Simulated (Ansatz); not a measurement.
Steps of a relaxation of C$_{3}$H$_{7}$BS (`BC(=C)SC`) with RKS PBE0-D4/def2-TZVP.

```sh
$ ansatz run in.yaml --threads 4 --pin off --events-out ev --progress --plain --max-ram 10444MiB
```

```yaml
crystal:
  periodic: [false, false, false]
  atoms:
    - {symbol: B, position_ang: [0.256910, 1.389974, -0.277559]}
    - {symbol: C, position_ang: [-0.757683, 0.256740, 0.014446]}
    - {symbol: C, position_ang: [-2.081677, 0.608506, 0.074803]}
    - {symbol: S, position_ang: [-0.336722, -1.439766, 0.331092]}
    - {symbol: C, position_ang: [1.469009, -1.501353, 0.143362]}
    - {symbol: H, position_ang: [1.462706, 1.239993, -0.256079]}
    - {symbol: H, position_ang: [-0.192837, 2.492366, -0.530979]}
    - {symbol: H, position_ang: [-2.885223, -0.105726, 0.328986]}
    - {symbol: H, position_ang: [-2.376769, 1.649878, -0.123675]}
    - {symbol: H, position_ang: [1.791037, -1.200356, -0.872902]}
    - {symbol: H, position_ang: [1.738470, -2.563133, 0.302775]}
    - {symbol: H, position_ang: [1.989679, -0.882123, 0.899832]}
basis:
  gaussian: {orbitals: def2-TZVP}
hamiltonian: {xc: pbe0, dispersion: d4}
relax: {f_tol: 0.005, max_steps: 150}
```

Positions (Å) and forces (eV/Å) along the path, 10 of 14 steps:

```xyz
12
step=1 energy=-14728.6761 eV
B     0.257    1.390   -0.278    0.074    0.145   -0.041
C    -0.758    0.257    0.014   -0.805    0.146    0.060
C    -2.082    0.609    0.075    0.618   -0.143    0.000
S    -0.337   -1.440    0.331    0.320    0.392   -0.115
C     1.469   -1.501    0.143    0.178    0.028   -0.024
H     1.463    1.240   -0.256   -0.491    0.039   -0.005
H    -0.193    2.492   -0.531    0.160   -0.445    0.108
H    -2.885   -0.106    0.329    0.443    0.369   -0.151
H    -2.377    1.650   -0.124    0.183   -0.562    0.102
H     1.791   -1.200   -0.873   -0.210   -0.153    0.530
H     1.738   -2.563    0.303   -0.154    0.505   -0.072
H     1.990   -0.882    0.900   -0.318   -0.320   -0.391
12
step=2 energy=-14728.7345 eV
B     0.259    1.376   -0.277    0.044    0.051    0.019
C    -0.751    0.251    0.019   -0.216   -0.078    0.068
C    -2.056    0.603    0.081    0.121   -0.027   -0.098
S    -0.340   -1.438    0.335    0.209    0.236   -0.077
C     1.453   -1.483    0.141   -0.055   -0.044    0.014
H     1.449    1.223   -0.257   -0.140    0.023   -0.020
H    -0.187    2.464   -0.523    0.048   -0.130    0.028
H    -2.853   -0.106    0.312    0.117    0.117    0.002
H    -2.344    1.632   -0.120    0.031   -0.147    0.046
H     1.759   -1.183   -0.866   -0.054   -0.049    0.154
H     1.728   -2.531    0.300   -0.017    0.148   -0.024
H     1.960   -0.863    0.888   -0.087   -0.099   -0.113
12
step=3 energy=-14728.7351 eV
B     0.255    1.381   -0.270   -0.007   -0.032   -0.095
C    -0.750    0.254    0.013    0.102   -0.121   -0.074
C    -2.052    0.596    0.054   -0.049    0.067    0.312
S    -0.334   -1.428    0.325    0.002    0.019    0.013
C     1.452   -1.487    0.143   -0.101    0.041    0.004
H     1.438    1.231   -0.263    0.042    0.002    0.037
H    -0.193    2.460   -0.517   -0.012    0.039    0.014
H    -2.839   -0.099    0.335   -0.025   -0.030   -0.133
H    -2.339    1.625   -0.118   -0.023    0.017   -0.073
H     1.762   -1.187   -0.857    0.028    0.009   -0.043
H     1.723   -2.530    0.300    0.005   -0.035    0.007
H     1.953   -0.873    0.888    0.040    0.024    0.031
12
step=4 energy=-14728.7406 eV
B     0.257    1.378   -0.275   -0.003    0.003    0.013
C    -0.749    0.253    0.019    0.044   -0.065    0.008
C    -2.050    0.601    0.076   -0.053   -0.007   -0.016
S    -0.334   -1.427    0.334    0.006    0.014   -0.002
C     1.451   -1.485    0.142   -0.066    0.021    0.005
H     1.441    1.229   -0.261    0.020   -0.005   -0.007
H    -0.191    2.460   -0.515   -0.006    0.017   -0.006
H    -2.843   -0.105    0.314    0.013    0.019    0.000
H    -2.340    1.625   -0.124   -0.004    0.005    0.010
H     1.756   -1.188   -0.860    0.019    0.004   -0.022
H     1.722   -2.528    0.301    0.006   -0.019    0.003
H     1.956   -0.869    0.884    0.024    0.012    0.015
12
step=6 energy=-14728.7408 eV
B     0.257    1.377   -0.273    0.004   -0.002    0.000
C    -0.749    0.251    0.019    0.004   -0.016    0.006
C    -2.050    0.600    0.074   -0.012    0.002   -0.002
S    -0.335   -1.429    0.332    0.012    0.013   -0.005
C     1.449   -1.483    0.142   -0.023   -0.002    0.005
H     1.442    1.229   -0.265    0.003   -0.004   -0.003
H    -0.191    2.460   -0.510   -0.003    0.005    0.001
H    -2.844   -0.104    0.311    0.003    0.005   -0.002
H    -2.338    1.626   -0.120   -0.001   -0.003    0.002
H     1.757   -1.192   -0.862    0.002    0.006   -0.013
H     1.723   -2.526    0.306    0.003   -0.003    0.005
H     1.955   -0.863    0.880    0.008    0.000    0.007
12
step=8 energy=-14728.7409 eV
B     0.257    1.377   -0.274    0.002   -0.003   -0.008
C    -0.749    0.250    0.020   -0.004    0.016    0.003
C    -2.050    0.600    0.074    0.005   -0.005   -0.003
S    -0.334   -1.428    0.331   -0.005   -0.007    0.003
C     1.449   -1.483    0.143    0.013    0.000   -0.004
H     1.441    1.225   -0.277   -0.003    0.000    0.000
H    -0.191    2.461   -0.503    0.001   -0.001    0.004
H    -2.845   -0.104    0.307   -0.002   -0.003    0.000
H    -2.338    1.626   -0.118    0.001    0.002    0.002
H     1.759   -1.191   -0.860   -0.003    0.000    0.005
H     1.723   -2.526    0.307   -0.002    0.002    0.000
H     1.955   -0.863    0.883   -0.003   -0.001    0.000
12
step=9 energy=-14728.7409 eV
B     0.257    1.376   -0.276    0.002    0.000    0.008
C    -0.749    0.250    0.021   -0.003    0.028   -0.006
C    -2.050    0.600    0.074    0.007   -0.009    0.002
S    -0.334   -1.429    0.329   -0.013   -0.015    0.006
C     1.449   -1.482    0.145    0.028    0.000   -0.006
H     1.441    1.220   -0.293   -0.007    0.002   -0.005
H    -0.191    2.464   -0.491    0.003   -0.005   -0.001
H    -2.847   -0.104    0.302   -0.001   -0.004   -0.001
H    -2.337    1.627   -0.114    0.001    0.004   -0.001
H     1.761   -1.190   -0.858   -0.005   -0.004    0.011
H     1.723   -2.525    0.310   -0.004    0.002   -0.003
H     1.954   -0.864    0.886   -0.008    0.001   -0.003
12
step=10 energy=-14728.7410 eV
B     0.257    1.376   -0.277    0.003   -0.003   -0.005
C    -0.749    0.251    0.024    0.007    0.024   -0.004
C    -2.050    0.600    0.074   -0.003   -0.010    0.006
S    -0.334   -1.429    0.326   -0.015   -0.015    0.006
C     1.449   -1.482    0.147    0.025    0.002   -0.005
H     1.440    1.216   -0.312   -0.009    0.005    0.001
H    -0.191    2.466   -0.481    0.005   -0.005    0.003
H    -2.847   -0.105    0.296    0.002   -0.002   -0.003
H    -2.337    1.628   -0.110    0.000    0.005   -0.001
H     1.764   -1.189   -0.855   -0.003   -0.003    0.006
H     1.723   -2.525    0.312   -0.004   -0.001   -0.003
H     1.952   -0.864    0.890   -0.007    0.004   -0.001
12
step=11 energy=-14728.7410 eV
B     0.257    1.376   -0.279    0.010   -0.001   -0.002
C    -0.749    0.252    0.026    0.018    0.007    0.002
C    -2.050    0.600    0.075   -0.018   -0.011   -0.011
S    -0.335   -1.429    0.323   -0.009   -0.005    0.001
C     1.450   -1.482    0.149    0.007    0.002    0.001
H     1.438    1.212   -0.336   -0.017    0.005    0.000
H    -0.190    2.470   -0.465    0.006   -0.006    0.002
H    -2.848   -0.108    0.287    0.008    0.006    0.004
H    -2.337    1.629   -0.104   -0.001    0.003    0.004
H     1.768   -1.190   -0.852    0.000    0.000   -0.004
H     1.724   -2.524    0.317   -0.002   -0.004   -0.001
H     1.949   -0.862    0.893   -0.002    0.005    0.003
12
step=14 energy=-14728.7411 eV
B     0.257    1.376   -0.280   -0.003    0.002    0.001
C    -0.748    0.252    0.025    0.000    0.000    0.001
C    -2.050    0.600    0.075    0.000   -0.002    0.000
S    -0.336   -1.431    0.318    0.000   -0.001    0.000
C     1.450   -1.482    0.149    0.000    0.001   -0.002
H     1.438    1.211   -0.344    0.000   -0.001   -0.001
H    -0.188    2.471   -0.460    0.001    0.001    0.000
H    -2.847   -0.109    0.286    0.000    0.000    0.002
H    -2.337    1.630   -0.099    0.002    0.000   -0.002
H     1.770   -1.192   -0.851    0.001    0.000    0.001
H     1.724   -2.523    0.321   -0.001    0.000    0.000
H     1.945   -0.859    0.893   -0.001    0.000    0.000
```

It took 47 s on 4 threads of an Arm Neoverse V1 on a shared host, with 0.51 GiB of host memory at the peak.
